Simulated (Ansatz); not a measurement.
Consider the formal exchange of groups at the Si–Si bond: `O[SiH2]N[SiH2][SiH3]` + `FCCl` → `O[SiH2]N[SiH3]` + `FC([SiH3])Cl`.

Computed with Ansatz on PBE0-D4/def2-TZVP structures; ΔE is electronic, products minus reactants. CCSD(T)/CBS is the MP2 limit (def2-TZVPP, def2-QZVPP) plus CCSD(T) − MP2 in def2-TZVPP, frozen cores. This one scheme is used for every species. One conformer a species, not always the lowest.

```
               species  CCSD(T)/CBS(def2) energy (Eh)
`O[SiH2]N[SiH2][SiH3]`                    -1002.62224
                `FCCl`                     -598.81139
      `O[SiH2]N[SiH3]`                     -712.34260
        `FC([SiH3])Cl`                     -889.08323
```

Question: Work out ΔE.

Answer: ΔE = (-712.34260) + (-889.08323) − (-1002.62224) − (-598.81139) = 0.00780 Eh = +20.5 kJ/mol.

Largest T1 diagnostic among the species: 0.012.

The D4 term adds +4.4 kJ/mol with B3LYP and +2.9 kJ/mol with PBE0; it sums over pairs of atoms, weighted by their polarisabilities, and B3LYP, whose exchange is more repulsive, gets the larger term. In def2-TZVPP, CCSD(T) changes the Hartree–Fock value by +8.4 kJ/mol (the triples alone add +0.7 kJ/mol) and MP2 by +3.5 kJ/mol.

B3LYP here is the variant with VWN-RPA as its local correlation; programs differ in this.
